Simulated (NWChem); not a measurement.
Molecule: CH2AlNO2; SMILES [N](=C=O)[AlH][OH]

```xyz
7

Al    -0.5192     1.1762    -0.0017
H     -1.9943     1.7194    -0.0127
N     -0.2074    -0.5690     0.0089
C      0.0452    -1.7428     0.0022
O      0.2831    -2.8865    -0.0045
O      0.8501     2.1738     0.0001
H      0.8600     3.1316    -0.0063
```
Atoms are numbered in this order, from 1.

Results from NWChem. Pople sets run with spherical d functions. Geometry: optimised at PBE0/def2-SVP. Level M06-2X/6-31G*: energy and gradient on several grids; changes count from the extra-fine grid, which is no exact limit either.

| grid | size of the energy change (μHa) | largest change of a gradient component (μHa/bohr) | time, medium = 1 (rough) |
|---|---|---|---|
| xcoarse | 50000 | 9000 | about 1 |
| coarse | 1000 | 1000 | about 1 |
| medium | 200 | 300 | about 1 |
| fine | < 10 | < 30 | about 1 |
| xfine | < 10 | < 30 | 2 |
